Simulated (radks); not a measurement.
Species: the beryllium ion Be3+. Configuration: 2s1 (not the ground configuration).

Calculated with a radial shooting solver on a logarithmic mesh with Libxc functionals: non-relativistic Kohn-Sham, LDA (Slater exchange, Perdew-Wang correlation), spin-polarised, spherical densities, point nucleus; open shells are filled with parallel spins first.

Energy parts (hartree):
part                    energy
total                 -1.99620
kinetic                1.98347
electron-nucleus      -3.98367
Hartree                0.30158
exchange-correlation  -0.29759

Orbitals (lengths in bohr, moments of r in powers of bohr; r(max) is where P^2 peaks; r(90%) holds 90 % of the orbital's charge):
| orbital | occ. | eigenvalue (hartree) | r(max) | r(90%) | <r> |
|---|---|---|---|---|---|
| 1s up | 0 | -7.79037 | 0.2434 | 0.655 | 0.3676 |
| 2s up | 1 | -1.78957 | 1.306 | 2.27 | 1.496 |
| 2p up | 0 | -1.73551 | 1.042 | 2.05 | 1.286 |

The highest occupied level is 2s up at -48.697 eV. The configuration is held as typed, so some empty levels lie below it. The spin density at the nucleus is 2.530 e/bohr^3 (2s 2.530), a Fermi contact field of 133 T. Virial ratio -V/T = 2.00642. The electron density at the nucleus is 2.53 e/bohr^3.
